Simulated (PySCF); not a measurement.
F$_{5}$Nb (SMILES [F][Nb]([F])([F])([F])[F]), singlet, geometry from GFN2-xTB (such geometries of metal compounds can be far from the true shape) (core potentials on Nb). Base run: DF-B3LYP/def2-SV(P) (PySCF).

Input for PySCF:
```python
from pyscf import gto, scf, dft

mol = gto.Mole()
mol.atom = '''
    Nb   -0.000000   -0.000000    0.000000
    F     1.478714   -0.914668   -0.530257
    F    -0.329884    0.246599    1.770522
    F    -1.148830    0.668069   -1.240266
    F    -0.928719   -1.524184    0.039250
    F     0.928719    1.524184   -0.039250
'''
mol.basis = 'def2-sv(p)'
mol.ecp = {'Nb': 'def2-sv(p)'}
mol.charge = 0
mol.spin = 0
mol.verbose = 5
mol.build()

mf = dft.RKS(mol)
mf.xc = 'b3lyp'
mf = mf.density_fit(auxbasis='def2-universal-jkfit')
mf.kernel()
```

Each row names what was changed in the base input (with any setting that the change needs).

| change | basis functions | E (Eh) | HOMO (eV) | HOMO-LUMO gap (eV) |
|---|---|---|---|---|
| base | 94 | -556.07443 | -12.04 | 8.73 |
| basis = jorge-DZP-DKH; relativity = spin-free X2C (without mol.ecp = {'Nb': 'def2-sv(p)'}; without mf = mf.density_fit(auxbasis='def2-universal-jkfit')) | 123 | -4319.16132 | -11.83 | 11.00 |
| basis = jorge-DZP-DKH; relativity = none (without mol.ecp = {'Nb': 'def2-sv(p)'}; without mf = mf.density_fit(auxbasis='def2-universal-jkfit')) | 123 | -4233.09762 | -11.82 | 11.09 |
| basis = x2c-SVPall; relativity = none (without mol.ecp = {'Nb': 'def2-sv(p)'}; without mf = mf.density_fit(auxbasis='def2-universal-jkfit')) | 123 | -4215.12888 | -12.00 | 8.70 |
| basis = x2c-SVPall; relativity = spin-free X2C (without mol.ecp = {'Nb': 'def2-sv(p)'}; without mf = mf.density_fit(auxbasis='def2-universal-jkfit')) | 123 | -4318.80587 | -11.98 | 8.86 |
| basis = jorge-DZP-DKH; relativity = spin-free X2C; nucleus = Gaussian (with mol.nucmod = 'G'; without mol.ecp = {'Nb': 'def2-sv(p)'}; without mf = mf.density_fit(auxbasis='def2-universal-jkfit')) | 123 | -4319.11626 | -11.83 | 11.00 |
| basis = ANO-RCC-VDZP; relativity = spin-free X2C (without mol.ecp = {'Nb': 'def2-sv(p)'}; without mf = mf.density_fit(auxbasis='def2-universal-jkfit')) | 113 | -4319.66694 | -12.33 | 8.79 |
| basis = ANO-RCC-VDZP; relativity = none (without mol.ecp = {'Nb': 'def2-sv(p)'}; without mf = mf.density_fit(auxbasis='def2-universal-jkfit')) | 113 | -4201.64173 | -12.34 | 8.55 |
| basis = ANO-RCC-VDZP; relativity = spin-free X2C; nucleus = Gaussian (with mol.nucmod = 'G'; without mol.ecp = {'Nb': 'def2-sv(p)'}; without mf = mf.density_fit(auxbasis='def2-universal-jkfit')) | 113 | -4319.61567 | -12.33 | 8.79 |
| basis = x2c-SVPall; relativity = spin-free X2C; nucleus = Gaussian (with mol.nucmod = 'G'; without mol.ecp = {'Nb': 'def2-sv(p)'}; without mf = mf.density_fit(auxbasis='def2-universal-jkfit')) | 123 | -4318.76644 | -11.98 | 8.86 |

Totals shift with the method and basis; they matter in differences.

Basis sets contracted for a relativistic Hamiltonian are a mismatch without it, so the rows without relativity aren't non-relativistic limits. No row has spin-orbit coupling; sets with core potentials leave out the core electrons.
